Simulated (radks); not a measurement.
The terbium ion Tb60+, configuration 1s1 2s2 2p1 3s1 (not the ground configuration). All-electron calculation, scalar-relativistic Kohn-Sham, PBE, spin-polarised, spherical densities, finite nucleus; open shells are filled with parallel spins first (spin-orbit coupling, left out, can overturn this in heavy ions); Fermi nuclear charge, rms radius 5.06 fm. Program: a radial shooting solver on a logarithmic mesh with Libxc functionals.

Unscreened Slater integrals over Kohn-Sham orbitals (eV). They are taken over the spin-up orbitals.

\begin{tabular}{lr}
integral & value \\ \hline
F0(3s,3s) & 120.91 \\
F0(3s,2p) & 157.91 \\
G1(3s,2p) & 16.990 \\
F0(3s,2s) & 154.31 \\
G0(3s,2s) & 13.686 \\
F0(3s,1s) & 182.94 \\
G0(3s,1s) & 10.390 \\
F0(2p,2p) & 328.30 \\
F2(2p,2p) & 156.62 \\
F0(2p,2s) & 300.92 \\
G1(2p,2s) & 168.97 \\
F0(2p,1s) & 443.97 \\
G1(2p,1s) & 90.011 \\
F0(2s,2s) & 283.98 \\
F0(2s,1s) & 400.76 \\
G0(2s,1s) & 42.047 \\
F0(1s,1s) & 1209.6 \\
\end{tabular}

Derived for the open shells (J is the average intra-shell exchange parameter used in DFT+U). 2p: J = F2/5 = 31.32 eV.
